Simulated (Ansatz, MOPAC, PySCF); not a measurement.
Molecule: BHF (charge 0, doublet). SMILES: [BH]F
Geometry from a B3LYP-D3(BJ)/def2-TZVP (Ansatz, a program for electronic structure) optimisation:
```xyz
3

B     -0.6180     0.4147     0.0242
F      0.5272    -0.2094    -0.0070
H     -1.6550    -0.1892    -0.0583
```
Charge 0, spin multiplicity 2.

Wanted: vertical ionisation energy to the singlet, in eV. Terms: frozen cores in correlated levels; PM7 with its own dispersion and hydrogen-bond terms; each state is the SCF solution reached for its charge and spin; spin-orbit terms left out; non-relativistic; no dispersion term unless named; six Cartesian d functions in 6-31G* and its kin unless marked 5d; open shells spin-unrestricted. CBS marks a two-point X^-3 extrapolation of the correlation energy; Hartree-Fock from the larger set. Ab initio and DFT rows: single points at B3LYP-D3(BJ) geometries (Ansatz). Semi-empirical rows: differences of heats of formation at the shared geometry for vertical values.

| species | coefficient | E at B3LYP/6-31G* (Ansatz), Eh | E at M06-2X/def2-TZVPD (PySCF), Eh | heat of formation at PM7 (MOPAC), kcal/mol |
|---|---|---|---|---|
| charge 1, singlet | +1 | -124.91430 | -124.91981 | 151.88 |
| charge 0, doublet | -1 | -125.24954 | -125.26167 | -16.05 |

Coupled cluster (Ansatz) is a level with limits of its own, used here on species with T1 under 0.025 (0.045 for open shells) and stable references: CCSD(T)/CBS(aug-cc-pVTZ,aug-cc-pVQZ). Value to compare with, CCSD(T)/CBS(aug-cc-pVTZ,aug-cc-pVQZ) (Ansatz): 9.18 eV. 1 Eh = 27.2114 eV and 1 eV = 23.0605 kcal/mol.

Compute it at each level from the table, and compare with CCSD(T)/CBS(aug-cc-pVTZ,aug-cc-pVQZ) (Ansatz).


- B3LYP/6-31G*: the sum of coefficient times E is 0.33524 Eh, or 9.122 eV. Result: 9.12 eV. Its difference against CCSD(T)/CBS(aug-cc-pVTZ,aug-cc-pVQZ) (Ansatz) is -0.06 eV.
- M06-2X/def2-TZVPD: the sum of coefficient times E is 0.34186 Eh, or 9.302 eV. Result: 9.30 eV. Its difference against CCSD(T)/CBS(aug-cc-pVTZ,aug-cc-pVQZ) (Ansatz) is 0.12 eV.
- PM7: the sum of coefficient times heat of formation is 167.93 kcal/mol, or 7.28 eV. Its difference against CCSD(T)/CBS(aug-cc-pVTZ,aug-cc-pVQZ) (Ansatz) is -1.90 eV.
